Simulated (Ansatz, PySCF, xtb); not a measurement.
Noncovalent pair: NH3 (SMILES N) (first 4 atoms) with HCl (SMILES Cl); geometry from B3LYP-D3(BJ)/def2-TZVP, rigid monomers moved along the line of their centres of mass till N1···H6 is 2.43 Å.
(charge 0, multiplicity 1):
```xyz
6

N     -0.03034     0.07698     0.60923
H     -0.51996    -0.75468     0.29908
H     -0.46507     0.88208     0.17286
H      0.92844     0.01984     0.28512
Cl    -0.15078     0.37069     4.36309
H     -0.10795     0.26599     3.02573
```

Monomers are frozen at their geometry in the pair; levels with a basis set take the counterpoise correction.

Correlated levels freeze the cores. Rows in 6-31G* carry no dispersion term and start afresh at each structure (6-31G* with six Cartesian d functions).

The values were computed with Ansatz (Gaussian basis) for Hartree–Fock, density functionals and correlated methods; PySCF for 6-31G* rows; xtb for the GFN methods. 

Question: One of these levels gives -19.1 kJ/mol for the interaction energy. Which one is it?
A) HF/6-31G*
B) GFN1-xTB
C) SCS-MP2/aug-cc-pV(T+d)Z

Answer: B, GFN1-xTB. The others give -27.0 (HF/6-31G*), -24.2 (SCS-MP2/aug-cc-pV(T+d)Z)

Ansatz is a first-principles code.
